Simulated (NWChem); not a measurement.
Molecule: C$_{3}$H$_{3}$NO$_{2}$; SMILES N=c1occo1

Program: NWChem. Medium grid unless said otherwise, to which SCAN and Minnesota functionals are sensitive. Geometry: optimised at B3LYP/6-31G* (spherical d). Total energies of different functionals are on different scales.

```csv
level,energy (Ha),highest occupied level (eV),orbital gap (eV),dipole (D)
PBE/def2-TZVP,-321.0562,-5.54,4.57,3.59
B3LYP/def2-TZVP,-321.4093,-6.54,6.30,3.77
Hartree-Fock/def2-TZVP,-319.6060,-9.48,13.36,4.12
M06-2X/def2-TZVP,-321.2849,…,…,…
r2SCAN/def2-TZVP,-321.2444,-5.75,5.01,3.71
```

Complete the blanks.


- M06-2X/def2-TZVP, highest occupied level (eV): -7.98
- M06-2X/def2-TZVP, orbital gap (eV): 8.98
- M06-2X/def2-TZVP, dipole (D): 3.81
